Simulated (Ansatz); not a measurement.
Basis-set series for C2H4BBrS (`CB(Br)C=S`). The species carries charge 0 and has multiplicity 1. The structure was optimised at the PBE0-D4/def2-TZVP level. It is one conformer, not always the lowest.

```csv
functional,basis,functions,energy (Eh),HOMO (eV),LUMO (eV)
PBE0-D4,def2-SVP,112,-3074.76264,-6.57,-2.84
PBE0-D4,def2-QZVPP,450,-3075.39280,-6.74,-3.01
ωB97M-V,def2-SVP,112,-3075.10664,-8.75,-0.63
ωB97M-V,def2-QZVPP,450,-3075.73742,-8.94,-0.90
```

Question: Give the rows for def2-TZVPP. (Best estimate.)

Answer: Computed: 
```
functional       basis  functions  energy (Eh)  HOMO (eV)  LUMO (eV)
   PBE0-D4  def2-TZVPP        239  -3075.32263      -6.71      -2.98
   ωB97M-V  def2-TZVPP        239  -3075.67016      -8.91      -0.85
```

Scalar relativity is left out up to krypton.
